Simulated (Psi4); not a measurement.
C₅H₁₂N, doublet, at a GFN2-xTB geometry; B3LYP/STO-3G run with Psi4 1.11.

Here is a job for Psi4.
```
memory 2 GB

molecule mol {
0 2
  C    -0.155513   -0.245603   -1.754671
  N     0.063062    0.086096   -0.427851
  C     1.006373   -0.676261    0.349592
  C     2.232117    0.168519    0.710246
  C    -0.983138    0.773453    0.281372
  C    -2.181430   -0.123759    0.613719
  H    -0.756860    0.445792   -2.316716
  H     0.656089   -0.732823   -2.261878
  H     1.326396   -1.546326   -0.228762
  H     0.534305   -1.037656    1.270763
  H     2.722957    0.516495   -0.194941
  H     1.939249    1.035994    1.296941
  H     2.938231   -0.421234    1.289154
  H    -0.563285    1.185263    1.203725
  H    -1.325327    1.606649   -0.339873
  H    -2.587906   -0.542299   -0.303326
  H    -1.881023   -0.942822    1.263193
  H    -2.954714    0.452201    1.115126
}

set basis sto-3g
set reference uks
set scf_type pk
set puream true
set d_convergence 1e-8
set dft_radial_points 99
set dft_spherical_points 590

energy('b3lyp')
print_variables()
```

**Question.** What does Psi4 print? Leave out banner, timings and long lists.

**Answer.** 
```
   => Loading Basis Set <=

    Name: STO-3G
    Role: ORBITAL
    Keyword: BASIS

         ---------------------------------------------------------
                                   SCF
               by Justin Turney, Rob Parrish, Andy Simmonett
                          and Daniel G. A. Smith
                              UKS Reference
         ---------------------------------------------------------

  ==> Geometry <==

    Molecular point group: c1
    Full point group: C1

    Geometry (in Angstrom), charge = 0, multiplicity = 2:

       Center              X                  Y                   Z               Mass
    ------------   -----------------  -----------------  -----------------  -----------------
         C           -0.154960812545    -0.245384422820    -1.733988580336    12.000000000000
         N            0.063614187455     0.086314577180    -0.407168580336    14.003074004430
         C            1.006925187455    -0.676042422820     0.370274419664    12.000000000000
         C            2.232669187455     0.168737577180     0.730928419664    12.000000000000
         C           -0.982585812545     0.773671577180     0.302054419664    12.000000000000
         C           -2.180877812545    -0.123540422820     0.634401419664    12.000000000000
         H           -0.756307812545     0.446010577180    -2.296033580336     1.007825032230
         H            0.656641187455    -0.732604422820    -2.241195580336     1.007825032230
         H            1.326948187455    -1.546107422820    -0.208079580336     1.007825032230
         H            0.534857187455    -1.037437422820     1.291445419664     1.007825032230
         H            2.723509187455     0.516713577180    -0.174258580336     1.007825032230
         H            1.939801187455     1.036212577180     1.317623419664     1.007825032230
         H            2.938783187455    -0.421015422820     1.309836419664     1.007825032230
         H           -0.562732812545     1.185481577180     1.224407419664     1.007825032230
         H           -1.324774812545     1.606867577180    -0.319190580336     1.007825032230
         H           -2.587353812545    -0.542080422820    -0.282643580336     1.007825032230
         H           -1.880470812545    -0.942603422820     1.283875419664     1.007825032230
         H           -2.954161812545     0.452419577180     1.135808419664     1.007825032230

  Running in c1 symmetry.

  Rotational constants: A =      0.17460  B =      0.08022  C =      0.06497 [cm^-1]
  Rotational constants: A =   5234.42749  B =   2404.86059  C =   1947.83388 [MHz]
  Nuclear repulsion =  254.855159763388912

  Charge       = 0
  Multiplicity = 2
  Electrons    = 49
  Nalpha       = 25
  Nbeta        = 24

  ==> Algorithm <==

  SCF Algorithm Type is PK.
  DIIS enabled.
  MOM disabled.
  Fractional occupation disabled.
  Guess Type is SAD.
  Energy threshold   = 1.00e-06
  Density threshold  = 1.00e-08
  Integral threshold = 1.00e-12

  ==> Primary Basis <==

  Basis Set: STO-3G
    Blend: STO-3G
    Number of shells: 30
    Number of basis functions: 42
    Number of Cartesian functions: 42
    Spherical Harmonics?: true
    Max angular momentum: 1

  ==> DFT Potential <==

   => LibXC <=

    Version 7.1.2
    S. Lehtola, C. Steigemann, M. J. T. Oliveira, and M. A. L. Marques,  SoftwareX 7, 1–5 (2018) (10.1016/j.softx.2017.11.002)

   => Composite Functional: B3LYP <=

    B3LYP Hyb-GGA Exchange-Correlation Functional

    P. J. Stephens, F. J. Devlin, C. F. Chabalowski, and M. J. Frisch,  J. Phys. Chem. 98, 11623 (1994) (10.1021/j100096a001)

    Deriv               =              1
    GGA                 =           TRUE
    Meta                =          FALSE

    Exchange Hybrid     =           TRUE
    MP2 Hybrid          =          FALSE

   => Exchange Functionals <=

    0.0800   Slater exchange
    0.7200         Becke 88

   => Exact (HF) Exchange <=

    0.2000               HF

   => Correlation Functionals <=

    0.1900   Vosko, Wilk & Nusair (VWN5_RPA)
    0.8100   Lee, Yang & Parr

   => LibXC Density Thresholds  <==

    XC_HYB_GGA_XC_B3LYP:  1.00E-15

   => Molecular Quadrature <=

    Radial Scheme          =       TREUTLER
    Pruning Scheme         =           NONE
    Nuclear Scheme         =       TREUTLER

    Blocking Scheme        =         OCTREE
    BS radius alpha        =              1
    Pruning alpha          =              1
    Radial Points          =             99
    Spherical Points       =            590
    Total Points           =         970126
    Total Blocks           =           6585
    Max Points             =            256
    Max Functions          =             40
    Weights Tolerance      =       1.00E-15

  ==> Integral Setup <==

  Using in-core PK algorithm.
   Calculation information:
      Number of atoms:                  18
      Number of AO shells:              30
      Number of primitives:             90
      Number of atomic orbitals:        42
      Number of basis functions:        42

      Integral cutoff                 1.00e-12
      Number of threads:                 1

  Performing in-core PK
  Using 816312 doubles for integral storage.
  We computed 103239 shell quartets total.
  Whereas there are 108345 unique shell quartets.

  ==> DiskJK: Disk-Based J/K Matrices <==

    J tasked:                  Yes
    K tasked:                  Yes
    wK tasked:                  No
    Schwarz Cutoff:          1E-12

  Minimum eigenvalue in the overlap matrix is 2.0232259760E-01.
  Reciprocal condition number of the overlap matrix is 7.8750467477E-02.
    Using symmetric orthogonalization.

  ==> Pre-Iterations <==

  SCF Guess: Superposition of Atomic Densities via on-the-fly atomic UHF (no occupation information).

   -------------------------
    Irrep   Nso     Nmo
   -------------------------
     A         42      42
   -------------------------
    Total      42      42
   -------------------------

  ==> Iterations <==

                        Total Energy        Delta E     RMS |[F,P]|

   @UKS iter SAD:  -246.00461930684406   -2.46005e+02   0.00000e+00
   @UKS iter   1:  -249.33177417640243   -3.32715e+00   4.10935e-03 DIIS/ADIIS
   @UKS iter   2:  -249.33782132449559   -6.04715e-03   3.89957e-03 DIIS/ADIIS
   @UKS iter   3:  -249.35464884729583   -1.68275e-02   4.06910e-04 DIIS/ADIIS
   @UKS iter   4:  -249.35481882932575   -1.69982e-04   3.02131e-04 DIIS/ADIIS
   @UKS iter   5:  -249.35491222376180   -9.33944e-05   3.75297e-05 DIIS
   @UKS iter   6:  -249.35491554019040   -3.31643e-06   1.25316e-05 DIIS
   @UKS iter   7:  -249.35491574966065   -2.09470e-07   4.13555e-06 DIIS
   @UKS iter   8:  -249.35491577198096   -2.23203e-08   8.80694e-07 DIIS
   @UKS iter   9:  -249.35491577310017   -1.11922e-09   2.43228e-07 DIIS
   @UKS iter  10:  -249.35491577318652   -8.63452e-11   5.27847e-08 DIIS
   @UKS iter  11:  -249.35491577319112   -4.60432e-12   1.12712e-08 DIIS
   @UKS iter  12:  -249.35491577319155   -4.26326e-13   3.47521e-09 DIIS
  Energy and wave function converged.

  ==> Post-Iterations <==

   Electrons on quadrature grid:
      Nalpha   =   25.0000016634 ; deviation = 1.663e-06
      Nbeta    =   24.0000018061 ; deviation = 1.806e-06
      Ntotal   =   49.0000034695 ; deviation = 3.470e-06

   @Spin Contamination Metric:   1.670919473E-03
   @S^2 Expected:                7.500000000E-01
   @S^2 Observed:                7.516709195E-01
   @S   Expected:                5.000000000E-01
   @S   Observed:                5.000000000E-01

    Orbital Energies [Eh]
    ---------------------

    Alpha Occupied:

[...]
      25A     -0.035882

    Alpha Virtual:

[...]
    Beta Occupied:

[...]
    Beta Virtual:

[...]
    Final Occupation by Irrep:
              A
    DOCC [    24 ]
    SOCC [     1 ]
    NA   [    25 ]
    NB   [    24 ]

  @UKS Final Energy:  -249.35491577319155

   => Energetics <=

    Nuclear Repulsion Energy =            254.8551597633889116
    One-Electron Energy =                -841.0146081598581986
    Two-Electron Energy =                 368.0143305935294507
    DFT Exchange-Correlation Energy =     -31.2097979702516852
    Empirical Dispersion Energy =           0.0000000000000000
    VV10 Nonlocal Energy =                  0.0000000000000000
    Total Energy =                       -249.3549157731915500

  UHF NO Occupations:
  HONO-2 :   23  A 1.9998193
  HONO-1 :   24  A 1.9995532
  HONO-0 :   25  A 1.0000000
  LUNO+0 :   26  A 0.0004468
  LUNO+1 :   27  A 0.0001807
  LUNO+2 :   28  A 0.0000951
  LUNO+3 :   29  A 0.0000738

Computation Completed

Properties will be evaluated at   0.000000,   0.000000,   0.000000 [a0]

Properties computed using the SCF density matrix

 Multipole Moments:

 ------------------------------------------------------------------------------------
     Multipole            Electronic (a.u.)      Nuclear  (a.u.)        Total (a.u.)
 ------------------------------------------------------------------------------------

 L = 1.  Multiply by 2.5417464519 to convert [e a0] to [Debye]
 Dipole X            :          0.0031988            0.0511307            0.0543295
 Dipole Y            :          0.0347940            0.0202395            0.0550335
 Dipole Z            :         -1.4456451            1.9151157            0.4694705
 Magnitude           :                                                    0.4757972

 ------------------------------------------------------------------------------------

  Variable Map:
  ----------------------------------------------------------------------------
[...]
  Array Variable Map:
  ----------------------------------------------------------------------------
[...]
[...]
```
